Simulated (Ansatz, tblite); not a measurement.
Cost and result up the ladder for Si(eta1-allyl)H3 (C₃H₈Si) (12 atoms). The state is a singlet with charge 0. Geometry: PBE0-D4/def2-SVP.

```xyz
12

Si    0.874    0.218   -1.530
C    -0.521    0.564   -0.294
C    -0.670   -0.533    0.708
C    -0.299   -0.473    1.990
H    -1.450    0.695   -0.877
H    -0.308    1.528    0.199
H    -1.094   -1.472    0.331
H     0.132    0.437    2.420
H    -0.417   -1.331    2.655
H     0.649   -1.099   -2.203
H     2.190    0.177   -0.824
H     0.915    1.288   -2.576
```

Ansatz on 4 threads of Intel Xeon on a shared host; xTB runs through tblite on one thread. Times are rough, summed over both states, and most runs start from the orbitals of an earlier one. PBE0-D4/def2-TZVP serves as the yardstick here, not as an exact answer. The other state is a doublet.

The xTB rows come from tblite.

Raw xTB energies of ions are shifted by several eV.

```csv
level,functions,wall time,vertical IE (eV),difference from PBE0-D4/def2-TZVP (eV)
GFN2-xTB,29,0.023 s,13.39,4.15
GFN1-xTB,37,0.032 s,14.35,5.11
PBE-D4/def2-TZVP,178,8.2 s,9.19,-0.06
PBE0-D4/def2-TZVP,178,11 s,9.24,0.00
r2SCAN-D4/def2-TZVP,178,12 s,9.14,-0.11
```
